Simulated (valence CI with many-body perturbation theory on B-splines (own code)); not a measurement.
## E1 transitions of W XLIII

Computed by relativistic CI+MBPT: four valence electrons over a frozen Dirac-Fock core [Ar] 3d10, radial functions for each j: 11 s, 11 p, 9 d, 7 f, 5 g, 2 h, 1 i, with the one-electron correlation potential Σ1, the two-electron term Σ2, the three-electron term Σ3, Breit, model QED; selected CI, second order for the rest (own B-spline code, finite nucleus).

No measured spectrum was set against this ion. As an estimate, large intervals hold to a few tenths of a per cent, small ones and those within an open d or f shell to about a per cent.

Lines 1 to 50 of 232 in falling wavelength, among levels below 495.37 eV, chosen from the strongest by gf and those to the six lowest levels. Wavelengths and rates use the calculated energies. Electric multipoles are in the length gauge, E1 and E2 with the static RPA response of the core. Weak lines are less certain than strong ones. Lines between different terms over intervals too small for the method are left out, as are lines whose strength nearly cancels. The highest levels of a list are the least certain.

Levels are named by their leading jj configuration (3d3/2^4 stands for four electrons in 3d with j = 3/2), which in mixed levels can hold well under half, so a name can repeat and another be missing. Letters in brackets count levels of one name in rising energy.

```
λ vac (Å)                           Upper                       Lower   A (s⁻¹)  S (a.u.)
     5167          (4s 4p1/2^2 4p3/2) J=1          (4s^2 4p3/2^2) J=0  1.61e+03  3.29e-04
     4149              (4s^2 4p3/2^2) J=2      (4s 4p1/2^2 4p3/2) J=2  4.00e+03  7.05e-04
     1062          (4s 4p1/2^2 4p3/2) J=1          (4s^2 4p3/2^2) J=2  7.44e+05  1.32e-03
    229.5          (4s^2 4p1/2 4d3/2) J=2          (4s^2 4p3/2^2) J=2  1.78e+07  5.30e-04
    197.1          (4s^2 4p1/2 4d3/2) J=1          (4s^2 4p3/2^2) J=0  1.17e+07  1.32e-04
    171.7          (4s^2 4p1/2 4d3/2) J=1          (4s^2 4p3/2^2) J=2  2.02e+08  1.52e-03
    163.8  (4s 4p1/2 4p3/2 4d3/2) J=3 [a]      (4s^2 4p3/2 4d3/2) J=2  2.62e+09  3.98e-02
    161.3      (4s 4p1/2 4p3/2^2) J=2 [a]          (4s^2 4p3/2^2) J=2  1.04e+09  1.07e-02
    155.2      (4s 4p1/2 4p3/2 4d3/2) J=4      (4s^2 4p3/2 4d3/2) J=3  6.77e+09  1.12e-01
    152.7          (4s^2 4p1/2 4d5/2) J=3          (4s^2 4p3/2^2) J=2  1.60e+09  1.97e-02
    151.5  (4s 4p1/2 4p3/2 4d5/2) J=4 [a]      (4s^2 4p3/2 4d5/2) J=4  2.67e+09  4.13e-02
    150.4          (4s 4p1/2^2 4d3/2) J=2      (4s^2 4p1/2 4d3/2) J=1  7.50e+09  6.29e-02
    148.1          (4s^2 4p1/2 4f5/2) J=3      (4s^2 4p3/2 4d3/2) J=2  1.97e+09  2.21e-02
    145.6          (4s 4p1/2^2 4d5/2) J=3  (4s 4p1/2 4p3/2^2) J=2 [b]  4.60e+09  4.91e-02
    142.1  (4s 4p1/2 4p3/2 4d5/2) J=4 [b]      (4s^2 4p3/2 4d5/2) J=3  3.39e+09  4.31e-02
    142.0  (4s 4p1/2 4p3/2 4d3/2) J=2 [b]      (4s^2 4p3/2 4d3/2) J=1  2.85e+09  2.02e-02
    140.0  (4s 4p1/2 4p3/2 4d3/2) J=2 [b]      (4s^2 4p3/2 4d3/2) J=2  3.71e+09  2.51e-02
    138.2  (4s 4p1/2 4p3/2 4d3/2) J=3 [b]      (4s^2 4p3/2 4d3/2) J=3  3.24e+09  2.95e-02
    135.5      (4s 4p1/2 4p3/2 4d5/2) J=5      (4s^2 4p3/2 4d5/2) J=4  1.38e+10  1.86e-01
    135.0          (4s 4p1/2^2 4p3/2) J=2      (4s^2 4p1/2 4p3/2) J=2  9.90e+09  6.02e-02
    134.6  (4s 4p1/2 4p3/2 4d3/2) J=3 [b]      (4s^2 4p3/2 4d3/2) J=2  3.08e+09  2.60e-02
    133.6      (4s 4p1/2 4p3/2^2) J=2 [b]          (4s^2 4p3/2^2) J=2  5.35e+08  3.15e-03
    132.6  (4s 4p1/2 4p3/2 4d3/2) J=2 [c]      (4s^2 4p3/2 4d3/2) J=2  6.42e+09  3.69e-02
    132.5  (4s 4p1/2 4p3/2 4d3/2) J=1 [b]      (4s^2 4p3/2 4d3/2) J=0  8.15e+09  2.81e-02
    130.5  (4s 4p1/2 4p3/2 4d5/2) J=1 [a]      (4s^2 4p3/2 4d5/2) J=2  6.36e+09  2.10e-02
    130.5  (4s 4p1/2 4p3/2 4d3/2) J=2 [d]      (4s^2 4p3/2 4d3/2) J=1  6.80e+09  3.72e-02
    130.2  (4s 4p1/2 4p3/2 4d5/2) J=4 [c]      (4s^2 4p3/2 4d5/2) J=3  9.37e+09  9.20e-02
    129.0          (4s 4p1/2^2 4p3/2) J=2      (4s^2 4p1/2 4p3/2) J=1  1.24e+10  6.59e-02
    128.5           (4p1/2^2 4p3/2^2) J=2  (4s 4p1/2 4p3/2^2) J=1 [b]  7.62e+09  3.99e-02
    128.2  (4s 4p1/2 4p3/2 4d3/2) J=1 [c]      (4s^2 4p3/2 4d3/2) J=1  1.33e+10  4.14e-02
    128.2          (4s 4p1/2^2 4d5/2) J=3      (4s^2 4p1/2 4d5/2) J=3  9.66e+09  7.03e-02
    127.4          (4s 4p1/2 4p3/2^2) J=3          (4s^2 4p3/2^2) J=2  1.20e+10  8.56e-02
    127.3          (4s 4p1/2^2 4d3/2) J=1      (4s^2 4p1/2 4d3/2) J=2  2.29e+10  6.99e-02
    126.6           (4p1/2^2 4p3/2^2) J=2  (4s 4p1/2 4p3/2^2) J=2 [c]  1.39e+10  6.93e-02
    126.4      (4s 4p1/2 4p3/2^2) J=1 [a]          (4s^2 4p3/2^2) J=0  1.06e+10  3.17e-02
    126.0  (4s 4p1/2 4p3/2 4d5/2) J=3 [a]      (4s^2 4p3/2 4d5/2) J=2  1.14e+10  7.86e-02
    125.9  (4s 4p1/2 4p3/2 4d5/2) J=1 [c]      (4s^2 4p3/2 4d5/2) J=1  1.26e+10  3.73e-02
    124.6  (4s 4p1/2 4p3/2 4d5/2) J=2 [c]      (4s^2 4p3/2 4d5/2) J=1  1.60e+10  7.63e-02
    123.2          (4s 4p1/2^2 4d3/2) J=2      (4s^2 4p1/2 4d3/2) J=2  1.62e+10  7.49e-02
    123.2           (4p1/2^2 4p3/2^2) J=2  (4s 4p1/2 4p3/2^2) J=1 [a]  3.84e+09  1.77e-02
    122.7          (4s 4p1/2^2 4d5/2) J=3  (4s 4p1/2 4p3/2^2) J=2 [a]  1.03e+10  6.58e-02
    122.4  (4s 4p1/2 4p3/2 4d3/2) J=1 [d]      (4s^2 4p3/2 4d5/2) J=2  7.97e+09  2.16e-02
    122.0           (4p1/2^2 4p3/2^2) J=0  (4s 4p1/2 4p3/2^2) J=1 [b]  2.81e+10  2.52e-02
    121.2      (4s 4p1/2 4p3/2^2) J=1 [b]          (4s^2 4p3/2^2) J=0  6.37e+09  1.68e-02
    121.1  (4s 4p1/2 4p3/2 4d5/2) J=2 [b]      (4s^2 4p3/2 4d5/2) J=2  1.69e+10  7.41e-02
    120.5          (4s 4p1/2^2 4d5/2) J=2      (4s^2 4p1/2 4d5/2) J=3  2.90e+10  1.25e-01
    120.0  (4s 4p1/2 4p3/2 4d5/2) J=3 [d]      (4s^2 4p3/2 4d5/2) J=3  1.60e+10  9.54e-02
    119.9  (4s 4p1/2 4p3/2 4d3/2) J=3 [c]      (4s^2 4p3/2 4d3/2) J=3  8.20e+09  4.88e-02
    119.3  (4s 4p1/2 4p3/2 4d5/2) J=3 [b]      (4s^2 4p3/2 4d5/2) J=2  3.24e+09  1.90e-02
    118.5  (4s 4p1/2 4p3/2 4d5/2) J=3 [b]      (4s^2 4p3/2 4d5/2) J=4  8.55e+09  4.91e-02
```
